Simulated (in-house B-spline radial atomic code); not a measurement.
Mo II (Mo+) is squeezed into an impenetrable sphere of radius R (the orbitals vanish at R). No spin polarisation. Computed with a B-spline radial code for spherical atoms: scalar-relativistic (X2C) PBE, spherical fractional occupations, Fermi nucleus of rms radius 4.4091 fm.

Energies in eV above the free ion in [Kr] 4d5:

```json
{"R (bohr)": "7.77", "highest level (eV)": "-10.4", "[Kr] 4d5": "0.01823", "[Kr] 4d4 4f1": "14.51", "[Ar] 3d10 4s2 4p5 4d5 4f1": "50.65"}
{"R (bohr)": "6.22", "highest level (eV)": "-10.1", "[Kr] 4d5": "0.1826", "[Kr] 4d4 4f1": "17.19", "[Ar] 3d10 4s2 4p5 4d5 4f1": "53.26"}
{"R (bohr)": "5.22", "highest level (eV)": "-9.45", "[Kr] 4d5": "0.7877", "[Kr] 4d4 4f1": "20.64", "[Ar] 3d10 4s2 4p5 4d5 4f1": "56.59"}
{"R (bohr)": "4.56", "highest level (eV)": "-8.41", "[Kr] 4d5": "2.079", "[Kr] 4d4 4f1": "24.7", "[Ar] 3d10 4s2 4p5 4d5 4f1": "60.55"}
{"R (bohr)": "3.47", "highest level (eV)": "-3.58", "[Kr] 4d5": "11.29", "[Kr] 4d4 4f1": "41.11", "[Ar] 3d10 4s2 4p5 4d5 4f1": "77.23"}
{"R (bohr)": "2.87", "highest level (eV)": "4.05", "[Kr] 4d5": "32.94", "[Kr] 4d4 4f1": "68.87", "[Ar] 3d10 4s2 4p5 4d5 4f1": "106.4"}
{"R (bohr)": "2.52", "highest level (eV)": "13.3", "[Kr] 4d5": "67.13", "[Kr] 4d4 4f1": "107.6", "[Ar] 3d10 4s2 4p5 4d5 4f1": "147.1"}
{"R (bohr)": "2.23", "highest level (eV)": "26.7", "[Kr] 4d5": "128.8", "[Kr] 4d4 4f1": "173.4", "[Ar] 3d10 4s2 4p5 4d5 4f1": "215.8"}
{"R (bohr)": "1.66", "highest level (eV)": "93.4", "[Kr] 4d5": "555", "[Kr] 4d4 4f1": "605.8", "[Ar] 3d10 4s2 4p5 4d5 4f1": "659.6"}
{"R (bohr)": "1.39", "highest level (eV)": "175", "[Kr] 4d5": "1225", "[Kr] 4d4 4f1": "1270", "[Ar] 3d10 4s2 4p5 4d5 4f1": "1332"}
```

(1) Does [Kr] 4d4 4f1 fall below [Kr] 4d5 under compression?

(2) Does [Ar] 3d10 4s2 4p5 4d5 4f1 fall below [Kr] 4d5 under compression?

The highest level is first positive in the row R = 2.87 bohr, pushed up by confinement above the zero of the free ion's potential. Each configuration is held fixed and needn't be the lowest in the sphere.

Answers

(1) No, it stays above over the whole range.

(2) No, it stays above over the whole range.
